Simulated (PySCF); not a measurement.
Species: C5H8Cl2Si.
InChI=1S/C5H8Cl2Si/c1-3-4(8-2)5(6)7/h5H,1,8H2,2H3

Method: PySCF, TDDFT wB97X-D/def2-SVPD, vertical, gas phase, core orbitals frozen in the response. The structure is a single GFN2-xTB conformer in the gas phase; no vibrational or solvent corrections. Torsions of this conformer, `[CH2:1]=[C:2]=[C:3]([SiH2:4][CH3:5])[CH:6]([Cl:7])[Cl:8]`: C2–C3–Si4–C5 24°, C2–C3–C6–Cl7 -7°.

Computed states:

| state | E (eV) | f |
| --- | --- | --- |
| S1 | 5.59 | 0.0026 |
| S2 | 6.06 | 0.0037 |
| S3 | 6.63 | 0.061 |
| S4 | 6.87 | 0.017 |
| S5 | 6.89 | 0.014 |
| S6 | 7.15 | 0.161 |
| S7 | 7.21 | 0.375 |
| S8 | 7.29 | 0.028 |

Each state is given a Gaussian of 0.25 eV full width at half maximum, with ε(max) = 2.175×10⁸ f / Δν̃ (Δν̃ the width in cm⁻¹). The width is an assumption, not a result. The curve ends short of the highest state used, and states not computed would add to its high-energy end.

(1) Give the broadened spectrum and its maxima.

(2) Coming from long wavelengths, where does ε first pass 100 L mol⁻¹ cm⁻¹?

(3) On this curve, what absorbance would a 10⁻³ mol/L sample give at 222 nm over a 1 cm path?

Answers

(1) 
(λ (nm), ε (L mol⁻¹ cm⁻¹)): (185.3, 6313), (186.2, 6729), (187.2, 6690), (188.1, 6141), (189.1, 5080), (190.0, 3931), (191.0, 2691), (191.9, 1761), (192.9, 1005), (193.8, 562), (194.8, 275), (195.7, 142), (196.7, 80), (197.6, 71), (198.6, 95), (199.5, 136), (200.5, 198), (201.4, 259), (202.4, 324), (203.3, 370), (204.3, 396), (205.2, 394), (206.2, 364), (207.2, 313), (208.1, 257), (209.1, 194), (210.0, 144), (211.0, 100), (211.9, 75), (212.9, 62), (213.8, 64), (214.8, 79), (215.7, 103), (216.7, 138), (217.6, 174), (218.6, 213), (219.5, 244), (220.5, 268), (221.4, 278), (222.4, 274), (223.3, 258), (224.3, 229), (225.2, 197), (226.2, 158), (227.1, 125), (228.1, 91), (229.0, 66), (230.0, 44), (230.9, 30), (231.9, 18), (232.8, 11), (233.8, 7), (234.7, 4), (235.7, 2), (236.6, 1), (237.6, 1)

Maxima: 222 nm (5.59 eV), ε about 280, made up of S1 (100%); 205 nm (6.06 eV), ε about 400, made up of S2 (100%); 187 nm (6.64 eV), ε about 6800, made up of S3 (96%) (ε in L mol⁻¹ cm⁻¹; maxima over ε = 5, shares over 10%).

(2) At about 228 nm (5.44 eV), 0.15 eV below S1.

(3) 222 nm is 5.585 eV, where ε is about 280 L mol⁻¹ cm⁻¹, so A = ε c l ≈ 0.28 (Beer–Lambert, with the gas-phase spectrum and the assumed width).
